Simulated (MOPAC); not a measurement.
Job for MOPAC: PM3 on C3H10Si (SMILES CC[SiH2]C), a point of a torsion scan.

```
PM3 1SCF PRECISE CHARGE=0 THREADS=1
C3H10Si

C      1.93276890 1     0.28877372 1    -0.79275667 1
C      0.92399496 1     0.43816434 1     0.34208999 1
Si    -0.61266744 1    -0.68321482 1     0.14421019 1
C     -0.73711120 1    -1.85714809 1     1.63158443 1
H      2.79173146 1     0.94069673 1    -0.63824811 1
H      1.47728130 1     0.54746305 1    -1.74604003 1
H      2.29199284 1    -0.73593985 1    -0.85685834 1
H      1.42760880 1     0.22056935 1     1.28617108 1
H      0.61471865 1     1.48322959 1     0.39558313 1
H     -1.82675231 1     0.14142384 1     0.06001171 1
H     -0.49854841 1    -1.47482178 1    -1.08849486 1
H      0.14475208 1    -2.48612581 1     1.71823338 1
H     -1.59874082 1    -2.51118993 1     1.54049697 1
H     -0.84051845 1    -1.30711278 1     2.56295147 1
```

Program output:

```
*******************************************************************************
 **                                                                           **
 **                              MOPAC v23.2.5                                **
 **                                                                           **
 *******************************************************************************
 ** MOPAC's Digital Object Identifier: https://doi.org/10.5281/zenodo.6511958 **
 **                                                                           **
 ** Please cite the open-source release paper for use of this MOPAC version:  **
 ** J. E. Moussa and J. J. P. Stewart (2026)                                  **
 ** MOPAC: An open-source semiempirical molecular orbital program             **
 ** J. Open Source Softw., 11(119), 8025, https://doi.org/10.21105/joss.08025 **
 *******************************************************************************

                              PM3 CALCULATION RESULTS

 *******************************************************************************
 *  PM3        - The PM3 Hamiltonian to be used
 *
 *
 *
 *                 CHARGE ON SYSTEM = 0
 *
 *
 *
 *  PRECISE    - TIGHTER CRITERIA TO BE USED
 *  1SCF       - DO 1 SCF AND THEN STOP
 *  THREADS=1  - MULTI-THREADING NOT USED
 *  T=         - A TIME OF 172800.0 SECONDS REQUESTED
 *  DUMP=N     - RESTART FILE WRITTEN EVERY 7200.0 SECONDS REQUESTED
 *******************************************************************************
PM3 1SCF PRECISE CHARGE=0 THREADS=1
 C3H10Si

   ATOM   CHEMICAL          X               Y               Z
  NUMBER   SYMBOL      (ANGSTROMS)     (ANGSTROMS)     (ANGSTROMS)

     1       C          1.93276890  *   0.28877372  *  -0.79275667  *
     2       C          0.92399496  *   0.43816434  *   0.34208999  *
     3      Si         -0.61266744  *  -0.68321482  *   0.14421019  *
     4       C         -0.73711120  *  -1.85714809  *   1.63158443  *
     5       H          2.79173146  *   0.94069673  *  -0.63824811  *
     6       H          1.47728130  *   0.54746305  *  -1.74604003  *
     7       H          2.29199284  *  -0.73593985  *  -0.85685834  *
     8       H          1.42760880  *   0.22056935  *   1.28617108  *
     9       H          0.61471865  *   1.48322959  *   0.39558313  *
    10       H         -1.82675231  *   0.14142384  *   0.06001171  *
    11       H         -0.49854841  *  -1.47482178  *  -1.08849486  *
    12       H          0.14475208  *  -2.48612581  *   1.71823338  *
    13       H         -1.59874082  *  -2.51118993  *   1.54049697  *
    14       H         -0.84051845  *  -1.30711278  *   2.56295147  *



          CARTESIAN COORDINATES

    NO.       ATOM           X           Y           Z

     1         C          1.9328      0.2888     -0.7928
     2         C          0.9240      0.4382      0.3421
     3        Si         -0.6127     -0.6832      0.1442
     4         C         -0.7371     -1.8571      1.6316
     5         H          2.7917      0.9407     -0.6382
     6         H          1.4773      0.5475     -1.7460
     7         H          2.2920     -0.7359     -0.8569
     8         H          1.4276      0.2206      1.2862
     9         H          0.6147      1.4832      0.3956
    10         H         -1.8268      0.1414      0.0600
    11         H         -0.4985     -1.4748     -1.0885
    12         H          0.1448     -2.4861      1.7182
    13         H         -1.5987     -2.5112      1.5405
    14         H         -0.8405     -1.3071      2.5630

  H: (PM3): J. J. P. STEWART, J. COMP. CHEM. 10, 209 (1989).
  C: (PM3): J. J. P. STEWART, J. COMP. CHEM. 10, 209 (1989).
 Si: (PM3): J. J. P. STEWART, J. COMP. CHEM. 10, 209 (1989).

           Empirical Formula: C3 H10 Si  =    14 atoms



      MOLECULAR POINT GROUP   :   C1


      RHF CALCULATION, NO. OF DOUBLY OCCUPIED LEVELS = 13


 -------------------------------------------------------------------------------
 PM3 1SCF PRECISE CHARGE=0 THREADS=1
 C3H10Si



     1SCF WAS SPECIFIED, SO BFGS WAS NOT USED
     SCF FIELD WAS ACHIEVED


                              PM3 CALCULATION
                                                       MOPAC v23.2.5 Linux




          FINAL HEAT OF FORMATION =        -24.82430 KCAL/MOL =    -103.86487 KJ/MOL


          COSMO AREA              =        131.37 SQUARE ANGSTROMS
          COSMO VOLUME            =        122.47 CUBIC ANGSTROMS

          IONIZATION POTENTIAL    =         10.421510 EV
          HOMO LUMO ENERGIES (EV) =        -10.422  0.751
          NO. OF FILLED LEVELS    =         13
          MOLECULAR WEIGHT        =         74.1975         POINT GROUP:  C1

          MOLECULAR DIMENSIONS (Angstroms)

            Atom       Atom       Distance
            H    13    H     5     5.99489
            H    12    H    10     3.61792
            H    11    H    14     3.17739


          SCF CALCULATIONS        =          1





   ATOM   CHEMICAL          X               Y               Z
  NUMBER   SYMBOL      (ANGSTROMS)     (ANGSTROMS)     (ANGSTROMS)

     1       C          1.93276890  *   0.28877372  *  -0.79275667  *
     2       C          0.92399496  *   0.43816434  *   0.34208999  *
     3      Si         -0.61266744  *  -0.68321482  *   0.14421019  *
     4       C         -0.73711120  *  -1.85714809  *   1.63158443  *
     5       H          2.79173146  *   0.94069673  *  -0.63824811  *
     6       H          1.47728130  *   0.54746305  *  -1.74604003  *
     7       H          2.29199284  *  -0.73593985  *  -0.85685834  *
     8       H          1.42760880  *   0.22056935  *   1.28617108  *
     9       H          0.61471865  *   1.48322959  *   0.39558313  *
    10       H         -1.82675231  *   0.14142384  *   0.06001171  *
    11       H         -0.49854841  *  -1.47482178  *  -1.08849486  *
    12       H          0.14475208  *  -2.48612581  *   1.71823338  *
    13       H         -1.59874082  *  -2.51118993  *   1.54049697  *
    14       H         -0.84051845  *  -1.30711278  *   2.56295147  *

                             CARTESIAN COORDINATES

   1    C        1.932768900     0.288773720    -0.792756670
   2    C        0.923994960     0.438164340     0.342089990
   3   Si       -0.612667440    -0.683214820     0.144210190
   4    C       -0.737111200    -1.857148090     1.631584430
   5    H        2.791731460     0.940696730    -0.638248110
   6    H        1.477281300     0.547463050    -1.746040030
   7    H        2.291992840    -0.735939850    -0.856858340
   8    H        1.427608800     0.220569350     1.286171080
   9    H        0.614718650     1.483229590     0.395583130
  10    H       -1.826752310     0.141423840     0.060011710
  11    H       -0.498548410    -1.474821780    -1.088494860
  12    H        0.144752080    -2.486125810     1.718233380
  13    H       -1.598740820    -2.511189930     1.540496970
  14    H       -0.840518450    -1.307112780     2.562951470


           Empirical Formula: C3 H10 Si  =    14 atoms



      MOLECULAR POINT GROUP   :   C1


                  EIGENVALUES
 -33.79190 -28.91345 -22.38643 -15.74166 -15.28943 -14.33462 -14.01544 -13.56003
 -12.90471 -12.03713 -10.98732 -10.79965 -10.42151   0.75121   1.39397   1.86735
   2.22104   4.21391   4.29933   4.43404   4.65291   4.69674   4.71571   4.83163
   4.99936   5.10491


              NET ATOMIC CHARGES AND DIPOLE CONTRIBUTIONS

  ATOM NO.   TYPE          CHARGE      No. of ELECS.   s-Pop       p-Pop
    1          C          -0.083322        4.0833     1.13332     2.95000
    2          C          -0.249228        4.2492     1.17750     3.07172
    3         Si           0.442824        3.5572     0.99666     2.56051
    4          C          -0.266878        4.2669     1.15275     3.11413
    5          H           0.029036        0.9710     0.97096
    6          H           0.034959        0.9650     0.96504
    7          H           0.035616        0.9644     0.96438
    8          H           0.062225        0.9378     0.93778
    9          H           0.060016        0.9400     0.93998
   10          H          -0.113472        1.1135     1.11347
   11          H          -0.110685        1.1107     1.11068
   12          H           0.053531        0.9465     0.94647
   13          H           0.052926        0.9471     0.94707
   14          H           0.052451        0.9475     0.94755
 DIPOLE           X         Y         Z       TOTAL
 POINT-CHG.     0.075    -0.022     0.118     0.141
 HYBRID         0.109    -0.035     0.203     0.233
 SUM            0.184    -0.056     0.320     0.374


          ATOMIC ORBITAL ELECTRON POPULATIONS

     Atom    s        px        py        pz
    1  C   1.13332   0.97159   1.00264   0.97577
    2  C   1.17750   1.02919   1.03906   1.00348
    3 Si   0.99666   0.85098   0.85284   0.85669
    4  C   1.15275   1.02985   1.03990   1.04439
    5  H   0.97096
    6  H   0.96504
    7  H   0.96438
    8  H   0.93778
    9  H   0.93998
   10  H   1.11347
   11  H   1.11068
   12  H   0.94647
   13  H   0.94707
   14  H   0.94755

 **********************
 *                    *
 * JOB ENDED NORMALLY *
 *                    *
 **********************




 == MOPAC DONE ==
```

The run finished.

Cost: around 0.020 core-seconds (rough).
